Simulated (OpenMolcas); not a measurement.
Ta4+ (d1) in a complex was computed by CASSCF with the d shell active (OpenMolcas, ANO-RCC-VDZP on the metal). Its lowest spin-free states, and all those of the highest spin:

| 2S+1 | Degeneracy | E (cm-1) |
| --- | --- | --- |
| 2 | 3 | 0.0 |
| 2 | 2 | 21120 |

Problem. Is the site octahedral, tetrahedral or cube-like, axial, or of lower symmetry?

Solution. The states with 2S+1 = 2 have orbital degeneracies 3, 2. Threefold states need a cubic site. For d1 at this spin an octahedron puts the threefold T2 below the twofold E and a tetrahedron or cube puts the twofold E below the threefold T2, so the site is octahedral. The first gap at this spin, 21100 cm-1, is |10Dq| in ligand-field theory. The run had Ta4+ with 6 ligands (bromide) in octahedral coordination (Oh) at 2.59 Å. A charge of +0.333 e stands 2.4 Å behind each ligand. Ligand basis ANO-RCC-VDZP.

An orbital triplet at a regular site is open to Jahn-Teller coupling, which can distort the site and quench the lowest spin-orbit gaps and is left out. The least metal-like active orbital is 68 % on the metal (Löwdin) and no ligand orbital is active, so the numbers are rough. With metal d orbitals alone the field can be off either way by tens of per cent. Ligand-to-metal charge-transfer states are missing. No measured value stands beside these numbers; the geometry is a model, was not optimised and need not be the one that this ion takes.
